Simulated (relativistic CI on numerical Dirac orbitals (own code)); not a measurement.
**Transition arrays of Pr XVII**

Computed by Dirac-Coulomb-Breit CI, orbitals from a KLI potential per configuration, QED by a radiative potential, valence Slater integrals scaled by 0.9, whole transition arrays (own radial code, finite nucleus).

Configurations in the expansion (outside the closed core [Ar] 3d10 4s2): 4p6.4d7, 4p6.4d6.4f, 4p5.4d8, 4p6.4d6.5p, 4p6.4d6.5f. Levels of other configurations are missing.

All E1 lines from the levels of 4p6.4d7; mean and standard deviation are weighted by gf, and upper levels are sorted by their leading configuration.

```
Upper configuration  Lines    Σgf  Mean (eV)  Mean (nm)  σ (eV)  Strongest line (nm)
         4p6.4d6.4f   3009  992.3     149.78      8.278    3.49                8.221
            4p5.4d8    282   24.6     141.80      8.744   20.53                8.139
         4p6.4d6.5p   1718   81.5     170.66      7.265    3.66                7.279
         4p6.4d6.5f   2825   43.5     259.74      4.773    3.26                4.726
```

Σgf per state of the lower configuration in bins of 0.1 nm over the central range (centre: value): 4.75: 0.20, 4.85: 0.13, 7.05: 0.05, 7.15: 0.11, 7.25: 0.30, 7.35: 0.13, 7.75: 0.05, 7.85: 0.06, 7.95: 0.15, 8.05: 0.27, 8.15: 1.00, 8.25: 4.11, 8.35: 2.31, 8.45: 0.22, 8.55: 0.09.

Q: How do configuration mixing and the scaling of the Slater integrals move the arrays?

A: Slater scale 0.9, no configuration mixing: 4p6.4d6.4f 145.2 ± 5.7 eV (Σgf 748.7), 4p5.4d8 126.2 ± 11.2 eV (Σgf 179.0), 4p6.4d6.5p 171.2 ± 3.1 eV (Σgf 104.0), 4p6.4d6.5f 259.4 ± 3.3 eV (Σgf 65.2); Slater scale 1: 4p6.4d6.4f 152.7 ± 3.7 eV (Σgf 1014.9), 4p5.4d8 142.3 ± 23.3 eV (Σgf 17.9), 4p6.4d6.5p 168.9 ± 6.2 eV (Σgf 85.3), 4p6.4d6.5f 259.9 ± 3.5 eV (Σgf 42.8); Slater scale 0.8: 4p6.4d6.4f 146.9 ± 3.4 eV (Σgf 968.6), 4p5.4d8 138.1 ± 19.6 eV (Σgf 24.8), 4p6.4d6.5p 170.8 ± 3.0 eV (Σgf 85.2), 4p6.4d6.5f 259.6 ± 3.0 eV (Σgf 44.3). With mixing, levels are counted to their leading configuration, so an array can shrink or vanish into another, and the sums then hold other lines.
